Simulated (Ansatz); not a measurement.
Mulliken charges of GeH₅NOSi (`O[SiH]1[NH][GeH2]1`) from PBE/def2-TZVPP in Ansatz (PBE0-D4/def2-TZVP geometry).

| atom | x (Å) | y (Å) | z (Å) | charge (e) |
| --- | --- | --- | --- | --- |
| O1 | -0.648 | 0.944 | -1.814 | -0.328 |
| Si2 | -0.051 | 0.790 | -0.294 | 0.429 |
| N3 | 1.046 | -0.447 | -0.010 | -0.398 |
| Ge4 | -0.408 | -1.026 | 1.065 | 0.101 |
| H5 | -0.990 | 1.807 | -2.054 | 0.184 |
| H6 | 0.214 | 2.164 | 0.214 | -0.095 |
| H7 | 1.965 | -0.773 | -0.256 | 0.142 |
| H8 | -1.002 | -2.361 | 0.574 | -0.015 |
| H9 | -0.038 | -1.145 | 2.558 | -0.022 |

Problem. By hand: the dipole of these point charges (1 e Å = 4.8032 D).

Solution. Σ q r = (-0.174, 0.181, 0.081) e Å, of length 0.264 e Å = 1.27 D.

Problem. How does the dipole of the full density compare? (Best estimate.)

Solution. Ansatz gave: (0.038, 0.250, -0.057) e Å, 1.25 D; the point charges give 1.02 times that, at 60° from its direction.

Point charges leave out the atoms' own dipoles, such as those of lone pairs, and Mulliken's split depends on the basis, so the two needn't agree.
